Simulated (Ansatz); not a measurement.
Species: CBr4, SMILES `BrC(Br)(Br)Br` (charge 0, multiplicity 1).

### Question
Give a relaxed geometry from Ansatz (a quantum-chemistry and plane-wave program) with PBE-D3(BJ)/def2-TZVP.

### Answer
the end point of this relaxation (outside a Z-matrix the atoms follow the SMILES, hydrogens last).
Cartesian coordinates (Å) in one orientation:
```xyz
5

Br     1.910    -0.358    -0.213
C      0.000     0.000     0.000
Br    -0.342     1.903    -0.287
Br    -0.559    -0.497     1.805
Br    -1.009    -1.047    -1.306
```
